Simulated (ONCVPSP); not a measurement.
**Pt, ONCV: configuration errors across variants**

Pt, optimised norm-conserving Vanderbilt (ONCV), made with ONCVPSP 4.0.1 (PBEsol, scalar-relativistic). Core [Kr] 4d10 4f14, reference 5s2 5p6 5d9.5 6s0.5. Waves: 5s+6s: rc 1.60 bohr, ncon 4, nbas 8, qcut 8.2 1/bohr, 2 projectors; 5p: rc 1.05 bohr, ncon 5, nbas 9, qcut 6.5 1/bohr, 2 projectors, debl 1.1 Ha; 5d: rc 2.35 bohr, ncon 4, nbas 9, qcut 6.3 1/bohr, 2 projectors, debl 2.4 Ha. Local part: polynomial inside 0.85 bohr (lpopt 5, dvloc0 0 Ha). Core correction: none.

In the p channel the program set the typed energies aside and used -2.016, 0.250 Ha.

All-electron excitation energies from the reference (eV): (1) 5s2 5p6 5d9 6s1 0.118; (2) 5s2 5p6 5d9 6s0 9.344; (3) 5s2 5p6 5d8 6s0 29.340; (4) 5s2 5p6 5d8 6s2 1.105.

A true bound ghost makes a file unfit for plane-wave use even where its test errors are small: the radial tests pick states by their node count and pass the ghost by.

Errors AE − PS in meV (a dash: test not solved or not reliable):

```csv
change,(1),(2),(3),(4),bound ghosts,GHOST(+) flags above zero
base,+3.7,-1.5,+3.6,+26,s,"p, d"
d: rc 1.7,+1.5,-1.5,-4.8,+1.2,s,p
d: rc 2.02,+2.4,-1.1,-1.3,+8.9,"s, d",p
d: rc 2.32,+3.5,-1.5,+2.7,+24,s,"p, d"
d: rc 2.5,+5.0,-1.6,+9.5,+40,s,"p, d"
d: rc 2.8,+8.3,-1.9,+27,+75,s,"p, d"
d: rc 3.32,+16,-3.8,+73,+153,s,"p, d"
```

(1) Give the same row for: d: rc 3.14.

Answers

(1) +13, -2.8, +56, +124; bound ghosts: s; GHOST(+) flags above zero: p, d.
